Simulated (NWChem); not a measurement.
C4H7N; SMILES CCCC#N

```xyz
12

C      0.0061     2.3026     0.0000
C     -0.5234     0.8784     0.0000
C      0.6052    -0.1571     0.0000
C      0.1265    -1.5345     0.0000
N     -0.2713    -2.6214     0.0000
H     -0.8183     3.0305     0.0000
H      0.6259     2.5023     0.8886
H      0.6259     2.5023    -0.8886
H     -1.1638     0.7092    -0.8807
H     -1.1638     0.7092     0.8807
H      1.2529    -0.0202     0.8826
H      1.2529    -0.0202    -0.8826
```
Atoms are numbered in this order, from 1.

Computed with NWChem. Pople sets run with spherical d functions. All runs use the structure optimised with PBE0/def2-SVP. B3LYP is NWChem's, with the RPA form of VWN correlation.

Q: Order these by “highest occupied level (eV)”, lowest first: B3LYP/STO-3G; B3LYP/def2-SVP; B3LYP/6-31G*; B3LYP/def2-SVPD.

A: B3LYP/def2-SVPD (-9.07), B3LYP/def2-SVP (-8.87), B3LYP/6-31G* (-8.69), B3LYP/STO-3G (-7.36)
